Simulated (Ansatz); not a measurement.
Cost and result up the ladder for the cluster Li₆Al₂ (8 atoms). The state is a singlet with charge 0. Geometry: PBE-D4/def2-SVP.

```xyz
8

Al    0.826    0.968    0.522
Al   -0.826   -0.967   -0.525
Li   -1.573    1.652   -0.604
Li    3.421    0.877    0.302
Li    1.569   -1.649    0.612
Li   -3.422   -0.873   -0.307
Li   -1.411    0.165    1.880
Li    1.416   -0.173   -1.880
```

Ansatz on 4 threads of Intel Xeon 6975P-C on a shared host. Times are rough, and most runs start from the orbitals of an earlier one. No level here is sound enough to serve as a yardstick. Binding counts from free atoms at the same level (Al doublet, Li doublet; other spins of the atoms weren't run), without zero-point energy or a counterpoise term.

Correlated methods freeze 10 core orbitals; core or outer-core shells of Li are correlated, in sets that lack core-valence functions. The structure comes from a short search, and lower isomers may exist.

Correlated methods converge slowly with the basis.

```csv
level,functions,wall time,binding energy per atom (eV),remarks
revPBE-D4/def2-TZVP,158,0.9 s,1.26,restricted SCF unstable in HF
PBE-D4/def2-TZVP (with forces),158,1.1 s,1.33,restricted SCF unstable in HF
PBE0-D4/def2-TZVP,158,1.1 s,1.28,restricted SCF unstable in HF
r2SCAN-D4/def2-TZVP,158,1.6 s,1.32,restricted SCF unstable in HF
B97M-V/def2-TZVP,158,3.1 s,1.36,restricted SCF unstable in HF
CCSD(T)/def2-TZVPP,198,18 s,1.27,restricted SCF unstable
```
